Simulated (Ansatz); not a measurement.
C₂H₉NO₂Si, singlet, at a GFN2-xTB geometry; PBE/def2-SVPD run with Ansatz (a program for electronic structure).

Here is a job for Ansatz.
Ansatz 0.2 input:
```yaml
crystal:
  periodic: [false, false, false]
  atoms:
    - {symbol: C, position_ang: [1.85879078, 0.17758259, -1.39711486]}
    - {symbol: O, position_ang: [1.25096256, 0.31663134, -0.15026689]}
    - {symbol: Si, position_ang: [-0.28868283, -0.03588789, 0.26456159]}
    - {symbol: C, position_ang: [-1.55762689, 1.09259773, -0.59149498]}
    - {symbol: N, position_ang: [-0.53971931, -1.73736667, 0.02380513]}
    - {symbol: O, position_ang: [-0.39751816, 0.29361025, 1.84854298]}
    - {symbol: H, position_ang: [1.32040508, 0.74125190, -2.16355214]}
    - {symbol: H, position_ang: [2.87612796, 0.56365934, -1.31888819]}
    - {symbol: H, position_ang: [1.89719295, -0.87317719, -1.69616831]}
    - {symbol: H, position_ang: [-1.63467838, 0.87794564, -1.65439099]}
    - {symbol: H, position_ang: [-1.28797177, 2.13854268, -0.48530383]}
    - {symbol: H, position_ang: [-2.54497865, 0.96678611, -0.16021668]}
    - {symbol: H, position_ang: [-1.36550945, -2.14827312, 0.42742731]}
    - {symbol: H, position_ang: [-0.39097643, -2.12517364, -0.89342164]}
    - {symbol: H, position_ang: [0.31544518, 0.01942075, 2.41946687]}
basis:
  gaussian:
    orbitals: def2-SVPD
hamiltonian:
  xc: pbe
```

The log (banner, timings and long lists left out):

```
Functional definition: PBE
1687 factors; their error is unknown
mean field evaluation 1: about -15641.7892 eV, gradient 1.1e2 eV
mean field evaluation 2: about -15583.4326 eV, gradient 1.9e2 eV
mean field evaluation 4: about -15664.3713 eV, gradient 1.5e1 eV
mean field evaluation 8: about -15664.8557 eV, gradient 1.1e-1 eV
mean field evaluation 16: about -15664.7806 eV, gradient 6.4e-4 eV
mean field -15664.78061175 eV, -575.6700695120 hartree, gradient 9.8e-6 eV, S^2 0.000000; 0 other end points of the search recorded, 0 dependent functions left out
reference -15664.78066367 eV, -575.6700714200 hartree; 29, 29 occupied and 173, 173 virtual orbitals, 1687 factors
Total energy: -15664.78066367 eV, -575.6700714200 hartree
```
